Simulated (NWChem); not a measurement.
System: CH₃ClN₂OSi; SMILES O(C#N)[Si@H](N)Cl

```xyz
9

N      0.9733     3.0098     0.0116
C      0.2549     2.0910     0.1739
O     -0.5602     1.1121     0.3845
Si    -0.5363    -0.4192    -0.4404
N     -1.7851    -1.4085     0.1531
Cl     1.2953    -1.2481    -0.0015
H     -0.7030    -0.1185    -1.8876
H     -1.7233    -1.8692     1.0629
H     -2.7486    -1.2986    -0.1689
```
Atoms are numbered in this order, from 1.

Program: NWChem. Pople sets run with spherical d functions. Geometry: optimised at PBE-D3(BJ)/def2-SVP. B3LYP is NWChem's, with the RPA form of VWN correlation. Atomic charges in e: unrestrained fits to the electrostatic potential beside Mulliken populations; buried atoms are poorly determined by the fit.

For level Hartree-Fock/6-31G*:

```yaml
Mulliken N1: -0.40
Mulliken C2: 0.59
Mulliken O3: -0.75
ESP Si4: 1.10
Mulliken Si4: 1.24
ESP N5: -1.10
Mulliken N5: -1.05
```

Problem. What are these values for level B3LYP/def2-SVP?

Solution. 
- Mulliken N1 = -0.03
- Mulliken C2 = -0.01
- Mulliken O3 = -0.38
- ESP Si4 = 0.83
- Mulliken Si4 = 0.76
- ESP N5 = -0.89
- Mulliken N5 = -0.34
